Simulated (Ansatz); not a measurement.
Input file for Ansatz (an electronic-structure program): R-PBE/def2-TZVPPD on N4 (a complex), monomers drawn apart or pushed together. Files ending in .json are basis or fitting sets from the Basis Set Exchange.

Ansatz 0.2 input:
```yaml
crystal:
  periodic: [false, false, false]
  atoms:
    - {symbol: N, position_ang: [-0.38463901, -0.10116271, -0.56541468]}
    - {symbol: N, position_ang: [0.45101972, 0.14816541, 0.08987410]}
    - {symbol: N, position_ang: [-0.43922532, -0.20787897, 3.81285479]}
    - {symbol: N, position_ang: [0.35560155, 0.14866685, 4.46939677]}
basis:
  gaussian:
    orbitals: def2-TZVPPD.json
hamiltonian:
  xc: {name: PBE}
scf: {lower_state_search: off}
```

**Question.** What total energy does the run end on?

**Answer.** -218.9049 hartree.
